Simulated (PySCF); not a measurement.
## Relaxation of singlet CrOF₄

All numbers come from PBE/[Cr def2-SVP, O def2-SVP, F def2-SVP], no relativity, density fitting, PySCF. A (50,194) grid was used.

A hand-made square pyramidal (ligand arrangement 2) start, of C4v symmetry, held to at least that symmetry:

```xyz
6
charge 0 multiplicity 1, angstrom
Cr    0.0000    0.0000    0.0175
O     0.0000    0.0000    1.6975
F     1.8194    0.0000   -0.3692
F     0.0000    1.8194   -0.3692
F    -1.8194    0.0000   -0.3692
F     0.0000   -1.8194   -0.3692
```

Optimiser trace:
```csv
step,E − E(last) (kJ/mol),largest gradient (Eh/bohr)
0,124.66,0.10991
1,10.14,0.02138
2,1.40,0.01491
3,0.03,0.00277
4,0.00,0.00049
5,0.00,0.00010
```

It ends at C4v with Cr–F 1.732 Å (×4), Cr–O 1.537 Å; F–Cr–F 86.3° (×4), F–Cr–F 150.4° (×2), F–Cr–O 104.8° (×4) (after a last refinement on a finer grid). A frequency run shows a minimum.

Final geometry:
Z-matrix (Å, degrees; charge 0 multiplicity 1):
```
Cr
O  1 1.5365
F  1 1.7318 2 104.79
F  1 1.7318 2 104.79 3 -90.00
F  1 1.7318 2 104.79 3 180.00
F  1 1.7318 2 104.79 3 90.00
```

The relaxation took 21 s on 2 threads of a shared Arm Neoverse V1 host, with 101 basis functions and 6 gradients.
